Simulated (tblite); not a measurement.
Compound: C6H9BS.
SMILES with atom numbers: `[CH3:1][B:2]([CH3:3])[c:4]1[cH:5][cH:6][s:7][cH:8]1` (hydrogens: H9, H10, H11 on C1; H12, H13, H14 on C3; H15 on C5; H16 on C6; H17 on C8)

Computed with GFN2-xTB (tblite), gas phase: Langevin dynamics at 400 K from the optimised GFN2-xTB geometry, time step 0.5 fs, friction 0.01 fs⁻¹, 2000 steps.

Start geometry:
```
atom  x, y, z in Å
C1     -1.432    1.521   -0.095
B2     -0.890    0.040   -0.030
C3     -1.898   -1.175   -0.023
C4      0.639   -0.211    0.038
C5      1.652    0.786   -0.130
C6      2.912    0.312   -0.013
S7      2.934   -1.380    0.320
C8      1.222   -1.427    0.282
H9     -2.493    1.603    0.129
H10    -1.292    1.911   -1.104
H11    -0.897    2.198    0.569
H12    -2.061   -1.493    1.008
H13    -1.533   -2.048   -0.559
H14    -2.876   -0.919   -0.424
H15     1.431    1.817   -0.341
H16     3.841    0.841   -0.098
H17     0.733   -2.364    0.460
```

The statistics below take the 31 frames saved every 25 fs from 250 to 1000 fs; their kinetic temperature (all 3N coordinates) averages 430 K.

**Question.** Give the mean, spread and extremes of the bond lengths.

**Answer.** 
```csv
bond,start (Å),mean (Å),standard deviation (Å),shortest (Å),longest (Å)
C1–B2,1.579,1.583,0.049,1.497,1.685
B2–C3,1.579,1.584,0.027,1.522,1.664
B2–C4,1.551,1.563,0.041,1.498,1.662
C4–C5,1.431,1.447,0.033,1.389,1.533
C5–C6,1.352,1.352,0.025,1.308,1.403
C6–S7,1.724,1.729,0.026,1.682,1.800
S7–C8,1.713,1.726,0.038,1.630,1.789
C4–C8,1.371,1.366,0.029,1.297,1.408
C1–H9,1.088,1.091,0.027,1.047,1.149
C1–H10,1.091,1.095,0.032,1.034,1.168
C1–H11,1.088,1.101,0.036,1.037,1.189
C3–H12,1.091,1.097,0.028,1.033,1.151
C3–H13,1.088,1.097,0.033,1.025,1.161
C3–H14,1.087,1.098,0.037,1.007,1.173
C5–H15,1.075,1.087,0.053,0.984,1.199
C6–H16,1.073,1.079,0.021,1.021,1.116
C8–H17,1.072,1.076,0.032,1.020,1.150
```

**Question.** How far does each atom move about its mean position (frames aligned on the start, all atoms weighted alike), and what rms force does it feel?

**Answer.** 
```
atom  rms displacement (Å)  rms force (eV/Å)
  C1                  0.25              2.12
  B2                  0.12              1.80
  C3                  0.29              2.12
  C4                  0.18              2.20
  C5                  0.29              2.58
  C6                  0.23              1.68
  S7                  0.39              1.34
  C8                  0.44              2.06
  H9                  0.69              0.96
 H10                  0.75              1.09
 H11                  0.76              1.21
 H12                  0.79              1.00
 H13                  1.00              1.08
 H14                  0.85              1.26
 H15                  0.60              1.73
 H16                  0.45              0.93
 H17                  0.75              1.19
```

The displacements run from 0.12 to 1.00 Å, the largest at H13.

**Question.** Follow the torsion C1–B2–C4–C5 through every second one of these frames.

**Answer.** 
```json
{"t (fs)": "250", "C1–B2–C4–C5 (°)": "34"}
{"t (fs)": "300", "C1–B2–C4–C5 (°)": "56"}
{"t (fs)": "350", "C1–B2–C4–C5 (°)": "57"}
{"t (fs)": "400", "C1–B2–C4–C5 (°)": "58"}
{"t (fs)": "450", "C1–B2–C4–C5 (°)": "59"}
{"t (fs)": "500", "C1–B2–C4–C5 (°)": "70"}
{"t (fs)": "550", "C1–B2–C4–C5 (°)": "62"}
{"t (fs)": "600", "C1–B2–C4–C5 (°)": "41"}
{"t (fs)": "650", "C1–B2–C4–C5 (°)": "4"}
{"t (fs)": "700", "C1–B2–C4–C5 (°)": "-10"}
{"t (fs)": "750", "C1–B2–C4–C5 (°)": "-11"}
{"t (fs)": "800", "C1–B2–C4–C5 (°)": "19"}
{"t (fs)": "850", "C1–B2–C4–C5 (°)": "17"}
{"t (fs)": "900", "C1–B2–C4–C5 (°)": "13"}
{"t (fs)": "950", "C1–B2–C4–C5 (°)": "-5"}
{"t (fs)": "1000", "C1–B2–C4–C5 (°)": "-13"}
```

Largest departure from the start value over all these frames: C1–B2–C4–C5 79° (start -9°).

**Question.** How widely does the potential energy scatter, against a harmonic estimate?

**Answer.** Mean 0.78 eV above the start, standard deviation 0.133 eV, range 0.46 to 1.09 eV. For 45 classical harmonic modes at 400 K the canonical values are 45kT/2 = 0.78 eV and kT·√(45/2) = 0.164 eV.

The run is classical and short, so these are rough statistics of one trajectory.

What follows is the cost of the whole dynamics run. Time: 21 s of wall time; peak memory 0.18 GiB. Hardware: Arm Neoverse N1, one thread (shared host).
